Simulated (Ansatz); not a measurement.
`[TeH]B1N[SiH2]1` + H₂S → `SB1N[SiH2]1` + H₂Te at 600 K and 1 bar (ligand exchange at a B–Te bond).

Isolated molecules relaxed with PBE0-D4/def2-TZVP in Ansatz; ΔE leaves out vibrations. CBS: MP2 limit from def2 TZ/QZ plus the TZ coupled-cluster correction, frozen cores. This one scheme is used for every species. Elements past krypton have def2 core potentials. For Te outer-core shells are correlated without core-valence functions, which leaves a few kJ/mol of doubt a bond. Each species was taken in one conformer, which may not be the lowest.

| species | CCSD(T)/CBS energy (Eh) | H − E (kJ/mol) | S (J/(mol·K)) |
| --- | --- | --- | --- |
| `[TeH]B1N[SiH2]1` | -638.72259 | 167.6 | 411.0 |
| H₂S | -398.97279 | 60.8 | 230.9 |
| `SB1N[SiH2]1` | -768.78676 | 172.0 | 383.8 |
| H₂Te | -268.91024 | 52.9 | 255.0 |

H − E and S are ideal-gas, rigid-rotor, harmonic terms from PBE0-D4/def2-TZVP, for one conformer and one mirror image of each species. 1 Eh = 2625.50 kJ/mol, R = 8.31446 J/(mol·K).

Task: By hand: ΔE, ΔH, ΔS and ΔG.

Result: ΔE = (-768.78676) + (-268.91024) − (-638.72259) − (-398.97279) = -0.00162 Eh = -4.3 kJ/mol. Δ(H − E) = 172.0 + 52.9 − 167.6 − 60.8 = -3.5, so ΔH = -7.8 kJ/mol. ΔS = 383.8 + 255.0 − 411.0 − 230.9 = -3.1 J/(mol·K). ΔG = -7.8 − 600 × (-3.1)/1000 = -5.9 kJ/mol.

Task: By hand: the equilibrium constant, and the temperature at which ΔG would vanish if ΔH and ΔS stayed fixed.

Result: log₁₀ K = −ΔG/(RT ln 10) = 0.5. ΔG = 0 at ΔH/ΔS = 2516 K, far beyond where these terms or the molecules hold.

The number of gas molecules stays the same, so ΔS is small and ΔH decides. The sign of ΔG lies within the doubt. A doubt of 5 kJ/mol in ΔE shifts log₁₀ K by 0.4 here. Other conformers and mirror images would add mixing entropy, several J/(mol·K) or more a flexible species. These are equilibria of isolated gas molecules and say nothing of rates. Largest T1 diagnostic: 0.014 (customary marks: 0.02 for closed shells, 0.045 for open ones).
